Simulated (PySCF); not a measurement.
Isomers of C4H10FNSi. Method used: PySCF, TDDFT wB97X-D/def2-SVPD, vertical, gas phase, core orbitals frozen in the response. Geometries: GFN2-xTB; one conformer of each isolated species. Triplets are in the Tamm–Dancoff approximation.

A. `FC[C@@H]1N[SiH2]CC1`
B. `N[Si@H](CF)C1CC1`
C. `N[Si@@H](F)C1CCC1`
D. `C[C@@]1(F)CCN[SiH2]1`

Lowest singlet levels (six at most, fewer where fewer were computed) with oscillator strengths:

1. 6.81 eV (f 0.025); 7.55 eV (f 0.005); 7.87 eV (f 0.051); 8.02 eV (f 0.018); 8.12 eV (f 0.049); 8.28 eV (f 0.033); T1 6.51 eV
2. 6.82 eV (f 0.030); 7.22 eV (f 0.011); 7.67 eV (f 0.011); 7.99 eV (f 0.016); 8.33 eV (f 0.034); 8.47 eV (f 0.008); T1 6.49 eV
3. 6.23 eV (f 0.012); 6.68 eV (f 0.006); 7.50 eV (f 0.001); 7.71 eV (f 0.008); 7.90 eV (f 0.061); 8.01 eV (f 0.020); T1 6.00 eV
4. 6.01 eV (f 0.010); 6.60 eV (f 0.002); 7.44 eV (f 0.017); 7.52 eV (f 0.027); 7.55 eV (f 0.031); 7.74 eV (f 0.007); T1 5.77 eV

Question: Which spectrum belongs to which structure?

Answer: 1 = B, 2 = C, 3 = A, 4 = D.
- A: S1 at 6.23 eV, HOMO→LUMO (82%), HOMO→LUMO+1 (10%); Löwdin shares by element: HOMO nitrogen 55%, carbon 10% or more, silicon 10%, hydrogen 5% or more (atoms not listed hold the other 20%); LUMO silicon 34%, hydrogen 26% or more (atoms not listed hold the other 40%); HOMO -8.65 and LUMO 2.15 eV.
- B: S1 at 6.81 eV, HOMO→LUMO (86%); Löwdin shares by element: HOMO nitrogen 52%, hydrogen 15% or more, silicon 14% (atoms not listed hold the other 19%); LUMO silicon 20%, hydrogen 14% or more, nitrogen 10%, carbon 10% or more (atoms not listed hold the other 46%); HOMO -9.37 and LUMO 2.08 eV.
- C: S1 at 6.82 eV, HOMO→LUMO (83%); Löwdin shares by element: HOMO nitrogen 31%, silicon 16%, carbon 16% or more, hydrogen 10% or more (atoms not listed hold the other 26%); LUMO silicon 25%, hydrogen 11% or more, nitrogen 10%, carbon 10% or more (atoms not listed hold the other 44%); HOMO -9.40 and LUMO 2.00 eV.
- D: S1 at 6.01 eV, HOMO→LUMO (95%); Löwdin shares by element: HOMO nitrogen 55%, carbon 12% or more, silicon 10%, hydrogen 6% or more (atoms not listed hold the other 18%); LUMO silicon 38%, hydrogen 32% or more (atoms not listed hold the other 29%); HOMO -8.66 and LUMO 1.99 eV.
B and C have S1 within 0.02 eV of each other; their strongest listed levels stand at 7.87 eV (f 0.051) and 8.33 eV (f 0.034).
